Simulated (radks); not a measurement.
Q: Isoelectronic series with 35 electrons, each ion in its NIST ground configuration. Calculated with a radial shooting solver on a logarithmic mesh with Libxc functionals: scalar-relativistic Kohn-Sham, LDA (Slater exchange, Perdew-Wang correlation), spin-polarised, spherical densities, finite nucleus; open shells are filled with parallel spins first (spin-orbit coupling, left out, can overturn this in heavy ions); Fermi nuclear charge, rms radius of each element as measured or else 0.836 A^(1/3) + 0.57 fm. Total energies (hartree) and mean radii <r> (bohr) (* marks an orbital that is empty in some or all of the ions):

ion,configuration,E (hartree),4d up*,4p down,4p up,4s down,4s up
I18+,[Ar] 3d10 4s2 4p5,-6981.48406,0.7309,0.7024,0.7020,0.6779,0.6778
Xe19+,[Ar] 3d10 4s2 4p5,-7293.62459,0.7041,0.6797,0.6794,0.6570,0.6569
Cs20+,[Ar] 3d10 4s2 4p5,-7613.2883,0.6793,0.6585,0.6582,0.6373,0.6372
Ba21+,[Ar] 3d10 4s2 4p5,-7940.5211,0.6563,0.6386,0.6383,0.6188,0.6187
Ce23+,[Ar] 3d10 4s2 4p5,-8617.9079,0.6148,0.6022,0.6020,0.5846,0.5845
Pr24+,[Ar] 3d10 4s2 4p5,-8968.1686,0.5961,0.5856,0.5854,0.5689,0.5688
Nd25+,[Ar] 3d10 4s2 4p5,-9326.2141,0.5785,0.5698,0.5696,0.5540,0.5539
Pm26+,[Ar] 3d10 4s2 4p5,-9692.0976,0.5620,0.5549,0.5547,0.5397,0.5397
Sm27+,[Ar] 3d10 4s2 4p5,-10065.8675,0.5464,0.5407,0.5406,0.5262,0.5261
Eu28+,[Ar] 3d10 4s2 4p5,-10447.6229,0.5317,0.5272,0.5271,0.5133,0.5132
Gd29+,[Ar] 3d10 4s2 4p5,-10837.4045,0.5178,0.5144,0.5143,0.5010,0.5009
Tb30+,[Ar] 3d10 4s2 4p5,-11235.3283,0.5046,0.5022,0.5021,0.4892,0.4891
Dy31+,[Ar] 3d10 4s2 4p5,-11641.3351,0.4920,0.4905,0.4904,0.4779,0.4778

Estimate the row of La22+ ([Ar] 3d10 4s2 4p5).

A: E (hartree) -8275.3775; 4d up* 0.6348; 4p down 0.6199; 4p up 0.6196; 4s down 0.6012; 4s up 0.6011.
